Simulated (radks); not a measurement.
Results of a calculation; reference values are marked as such.
Q: These are the eigenvalues of the occupied orbitals of an atom or ion with whole-number occupations (eV). Code: a radial shooting solver on a logarithmic mesh with Libxc functionals. Model: Dirac Kohn-Sham, Slater X-alpha with alpha = 0.915, spin-unpolarised, spherical densities, finite nucleus; Fermi nuclear charge, rms radius of each element as measured or else 0.836 A^(1/3) + 0.57 fm.

orbital  eigenvalue
1s1/2     -45177.44
2s1/2     -7403.283
2p1/2     -7025.981
2p3/2     -6460.243
3s1/2     -1650.005
3p1/2     -1486.020
3p3/2     -1371.648
3d3/2     -1084.032
3d5/2     -1059.062
4s1/2     -357.6152
4p1/2     -294.5262
4p3/2     -269.2414
4d3/2     -164.5073
4d5/2     -159.9355
5s1/2      -73.1643
5p1/2      -55.1296
5p3/2      -51.2200
4f5/2      -37.9199

Which element is it, and in what charge state? The configuration may be excited. Open shells, if any, fill j = l - 1/2 first.

A: Z = 61, promethium, charge +3: Pm3+ in [Xe] 4f4. The list shows which subshells hold electrons but not how many an open one holds; the 1s level, -1660.2 hartree, gives Z - s = 57.6 by -(Z - s)^2/2, which with screening and relativity narrows Z to a few neighbours, and the depths of the outer levels then fix element, charge and occupations together.
